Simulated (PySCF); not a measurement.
## Radial density of Te (tellurium, neutral)

UHF, [Kr] 4d10 5s1 5p4 6s1, high-spin 5P determinant (an excited configuration). All numbers are calculated (PySCF 2.14, scalar relativity by spin-free X2C-1e, in aug-cc-pwCVTZ-DK3 with one added diffuse shell each of s, p, d, f type (11s10p8d5f1g, 125 functions)).

```
r (bohr)  4πr²ρ (e/bohr)  4πr²(ρα − ρβ)
  0.0279           62.27         0.0193
  0.0470           61.67         0.0483
  0.0790           86.00         0.0641
   0.133           67.06        -0.0218
   0.224           70.54         0.1419
   0.376           42.32        -0.0002
   0.632           25.25         0.3330
    1.06           15.63         0.0376
    1.79           3.872         1.7780
    3.01           1.427         0.7760
    5.06          0.2767         0.2078
    8.52         0.09504         0.0947
    14.3        0.002106         0.0021
```

Densities and radii are taken from the X2C orbitals without a picture-change correction, which distorts them close to the nucleus.

The outer electron is Rydberg-like, and this basis confines it to a smaller radius and binds it less than a complete one would.

Q: Where is the radial spin density 4πr²(ρα − ρβ) most negative, and why is it negative at all?

A: Around r = 0.133 bohr, down to -0.0218 e/bohr: exchange with the open shell polarises the paired shells in an unrestricted calculation.
